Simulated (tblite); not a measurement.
Species: C5HNO3.
SMILES: `N#CC1=CC(=O)OC1=O`

Computed with GFN2-xTB (tblite): harmonic, unscaled wavenumbers at the GFN2-xTB geometry, gas phase. Errors from tens to a few hundred cm⁻¹ against measured bands are possible.

Harmonic wavenumbers (cm⁻¹): 112.8, 128.1, 146.0, 262.3, 373.3, 455.7, 503.5, 510.2, 602.6, 647.6, 671.4, 732.6, 771.1, 847.6, 926.8, 945.4, 1114.9, 1146.3, 1188.4, 1634.8, 1818.2, 1843.2, 2368.3, 3158.1.

A = 3450, B = 1319, C = 954.2 MHz; mass 122.996 u (most abundant isotopes); point group Cs, symmetry number 1.

Question: Zero-point energy?

Answer: Half the sum of the wavenumbers: 11455 cm⁻¹ = 32.75 kcal/mol.

Question: Entropy at 200 K, 1 bar (ideal gas, RRHO, classical rotation)?

Answer: Translation 38.38, rotation 27.50, vibration 9.54: S = 75.4 cal/(mol K).

Question: And Cp and H(200 K) − H(0)?

Answer: Cp = 20.75 cal/(mol K), of which vibrations give 12.80 (their classical limit is 24 R = 47.7); H(200 K) − H(0) = 2.74 kcal/mol without the zero-point energy, 1.16 from vibrations.

Question: How do the functions run with temperature in this model?

Answer: 
| T (K) | S (cal/(mol K)) | Cp (cal/(mol K)) | H − H(0) (kcal/mol) | G − H(0) (kcal/mol) | ln q(vib) |
| --- | --- | --- | --- | --- | --- |
| 100 | 63.8 | 13.7 | 1.03 | -5.35 | 0.55 |
| 300 | 85.2 | 27.5 | 5.17 | -20.38 | 3.41 |
| 500 | 101.7 | 37.0 | 11.71 | -39.12 | 6.55 |
| 800 | 120.9 | 44.6 | 24.09 | -72.64 | 11.00 |
| 1000 | 131.2 | 47.5 | 33.31 | -97.88 | 13.66 |

q(vib) and H(0) count from the zero-point level.

Question: Which modes carry the vibrational entropy at 200 K?

Answer: 112.8 cm⁻¹: 2.46; 128.1 cm⁻¹: 2.22; 146.0 cm⁻¹: 1.98; 262.3 cm⁻¹: 1.00; 373.3 cm⁻¹: 0.53; 455.7 cm⁻¹: 0.33 cal/(mol K); the other 18 give 1.03 together.

Hindered rotation and anharmonicity are outside this model.
